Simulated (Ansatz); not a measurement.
C2H3FSSe (`FC(=[Se])CS`), relaxed with RKS PBE0-D4/def2-TZVP in the Gaussian-basis code of Ansatz from a GFN2-xTB geometry. The force threshold is 0.005 eV/Å; the program also tests the step.

The species carries charge 0 and has multiplicity 1.

Start:

```xyz
8

F    -0.393    1.848   -0.696
C    -0.158    0.948    0.260
Se    0.585    1.457    1.765
C    -0.531   -0.430   -0.118
S     0.855   -1.179   -1.083
H    -1.383   -0.443   -0.798
H    -0.715   -1.051    0.756
H     1.739   -1.150   -0.085
```

(1) By how much does the energy fall, and how many steps does the optimiser take? (Estimate.)

(2) Which bonds change most? (Best estimate.)

(3) Give the relaxed structure. (Estimate.)

## Answers

(1) The calculation gave: 2.76 kJ/mol, in 8 steps.

(2) Computed: C4–S5 from 1.847 to 1.819 Å; F1–C2 from 1.333 to 1.324 Å; S5–H8 from 1.334 to 1.343 Å; C2–C4 from 1.477 to 1.483 Å.

(3) The calculation gave: 
```xyz
8

F    -0.273    1.788   -0.748
C    -0.139    0.956    0.273
Se    0.417    1.512    1.838
C    -0.495   -0.434   -0.102
S     0.804   -1.168   -1.141
H    -1.394   -0.432   -0.725
H    -0.664   -1.039    0.785
H     1.742   -1.183   -0.180
```
